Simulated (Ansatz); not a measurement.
Gas-phase reaction (SMILES): CCCC=O -> CCC[C]=O + H atom; the C-H bond at the site shown breaks (other sites are not compared here).

Structures are relaxed separately at B3LYP-D3(BJ)/def2-TZVP in Ansatz (a program for electronic structure), one conformer each, not searched for the lowest. Correlated levels leave the core frozen unless marked. Open shells are spin-unrestricted. No spin-orbit coupling. Non-relativistic. Basis-set limits of correlation are two-point, X^-3; Hartree-Fock from the larger set. [CCSD(T)-MP2]/basis is that difference in the basis named. Thermal terms are rigid-rotor harmonic-oscillator values from B3LYP-D3(BJ) frequencies (Ansatz) at 298.15 K and 1 atm. 1 Eh = 627.5095 kcal/mol. Atoms have translation alone. Electronic entropy comes from spin alone.

```json
[
 {"species": "CCCC=O", "E, RI-MP2/CBS(cc-pVTZ,cc-pVQZ)+[CCSD(T)-MP2]/cc-pVTZ (Ansatz) (Eh)": "-232.18638", "E, r2SCAN-D4/def2-TZVPD (Ansatz + dftd4) (Eh)": "-232.41091", "H - E (Eh)": "0.11975", "G - E (Eh)": "0.08296"},
 {"species": "CCC[C]=O", "E, RI-MP2/CBS(cc-pVTZ,cc-pVQZ)+[CCSD(T)-MP2]/cc-pVTZ (Ansatz) (Eh)": "-231.53348", "E, r2SCAN-D4/def2-TZVPD (Ansatz + dftd4) (Eh)": "-231.76587", "H - E (Eh)": "0.10774", "G - E (Eh)": "0.07016"},
 {"species": "H atom", "E, RI-MP2/CBS(cc-pVTZ,cc-pVQZ)+[CCSD(T)-MP2]/cc-pVTZ (Ansatz) (Eh)": "-0.49995", "E, r2SCAN-D4/def2-TZVPD (Ansatz + dftd4) (Eh)": "-0.49993", "H - E (Eh)": "0.00236", "G - E (Eh)": "-0.01065"}
]
```

Question: Work out ΔE and ΔH, ΔG, ΔS and the equilibrium constant at 298.15 K at the first level, then ΔH at the second.

Answer: 
1. ΔE = [(-231.53348) + (-0.49995)] - [(-232.18638)] = 0.15295 Eh = 96.0 kcal/mol at RI-MP2/CBS(cc-pVTZ,cc-pVQZ)+[CCSD(T)-MP2]/cc-pVTZ.
2. The terms H - E add up to -0.00965 Eh, so ΔH = (0.15295 + (-0.00965))×627.5095 = 89.9 kcal/mol.
3. The terms G - E add up to -0.02345 Eh, so ΔG = 81.3 kcal/mol, and ΔS = (-0.00965 - (-0.02345))×627509.5/298.15 = 29.0 cal/(mol K).
4. log10 K = -ΔG/(RT ln 10) = -59.6, with RT ln 10 = 1.3642 kcal/mol.
5. With ΔH and ΔS taken as constant, ΔG changes sign near ΔH/ΔS = 3100 K, a rough figure that leaves out heat capacities.
6. At r2SCAN-D4/def2-TZVPD the same steps give ΔE = 91.1 and ΔH = 85.0 kcal/mol, a shift of -4.9 from the first level.
7. These values are not checked against measurement here, since the tables used lack a sound gas-phase enthalpy of formation for at least one species.
